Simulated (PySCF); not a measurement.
## Dipole moment and polarisability of `[SiH3]CC1=CC=C[SiH2]1`

C₅H₁₀Si₂.
Numbering: `[SiH3:1][CH2:2][C:3]1=[CH:4][CH:5]=[CH:6][SiH2:7]1` (hydrogens: H8, H9, H10 on Si1; H11, H12 on C2; H13 on C4; H14 on C5; H15 on C6; H16, H17 on Si7)

Geometry (GFN2-xTB, Å), atoms numbered from 1 in this order:
```xyz
17
C5H10Si2 angstrom
Si     2.591    0.145    0.112
C      1.163   -0.147   -1.123
C     -0.146   -0.148   -0.429
C     -0.769   -1.249    0.023
C     -2.030   -1.044    0.712
C     -2.451    0.222    0.832
Si    -1.195    1.365    0.024
H      2.600   -0.924    1.112
H      2.407    1.442    0.766
H      3.854    0.137   -0.631
H      1.328   -1.103   -1.627
H      1.187    0.635   -1.883
H     -0.384   -2.252   -0.107
H     -2.572   -1.900    1.093
H     -3.373    0.482    1.324
H     -0.524    2.279    0.951
H     -1.694    2.072   -1.159
```

Level: CAM-B3LYP/def2-SVPD (PySCF), static field, nuclei fixed, core orbitals frozen in the response. The polarisability tensor in these axes (au):

```
x   128.34   1.34 -11.48
y     1.34 111.21  -2.48
z   -11.48  -2.48  88.66
```

Problem. What are the eigenvalues, a third of the trace, and Δα (Δα² = ½Σ(αi − αj)² over the three pairs)?

Solution. Principal values 85.42, 111.19 and 131.60 au; mean 109.40 au = 16.21 Å³ = 18.04 × 10⁻⁴⁰ C²·m²/J; Δα = 40.09 au (37 % of the mean).

Problem. What is the dipole moment, and where does it point?

Solution. (0.05, -0.25, -0.38) D, 0.46 D in size, pointing from the negative to the positive side. Measured along this direction, the outermost atoms are H16 at the negative end and H11 at the positive end.

Problem. Estimate the molar refractivity from the static electronic polarisability.

Solution. Lorentz–Lorenz: R = (4π/3)N_A α = 2.5225 cm³/(mol·Å³) × 16.21 Å³ = 40.9 cm³/mol, in the limit of long wavelengths.

Problem. Along which axes do the principal values lie, and how far do the nuclei extend along each?

Solution. Largest value along (0.96, 0.09, -0.26), where the nuclei span 7.42 Å; middle along (-0.11, 0.99, -0.05), 4.49 Å; least along (0.26, 0.08, 0.96), 3.12 Å. The response follows the extents in order.

Problem. What depolarisation ratio follows for Rayleigh scattering of linearly polarised light, taking the static tensor?

Solution. ρ = 3Δα²/(45ᾱ² + 4Δα²) = 4821.7/(538592 + 6428.9) = 0.00885.

Problem. How large is μ²/3kT at 298 K beside α?

Solution. In Gaussian units μ²/3kT = 1.73 Å³ against 16.21 Å³, a ratio of 0.11; the Debye molar polarisation (4π/3)N_A(α + μ²/3kT) is 45.2 cm³/mol, leaving out the vibrational part.

Problem. In TDDFT the mean static polarisability is Σ f/ω² over all singlet excitations (ω in hartree). How much of it do the 8 lowest give? Their energies (eV) and oscillator strengths: 4.08, 0.1163; 5.62, 0.0002; 5.80, 0.0004; 5.97, 0.0034; 6.37, 0.0021; 6.50, 0.0014; 6.66, 0.0117; 6.82, 0.0070.

Solution. They add up to 5.64 au, 5.2 % of the 109.40 au; the largest single term is 5.19 au, from the state at 4.08 eV. Terms in order: 5.19, 0.00, 0.01, 0.07, 0.04, 0.02, 0.19, 0.11 au. Higher excitations give the rest. The strengths listed sum to 0.142.

Geometry: GFN2-xTB, one conformer, isolated molecule.

The run behind these numbers computed excited states as well. The run took 34 s of wall time (with the writing of density and orbital grids) on AMD EPYC 9R45, one thread, on a shared host, and the process peaked at 1.0 GiB of memory.
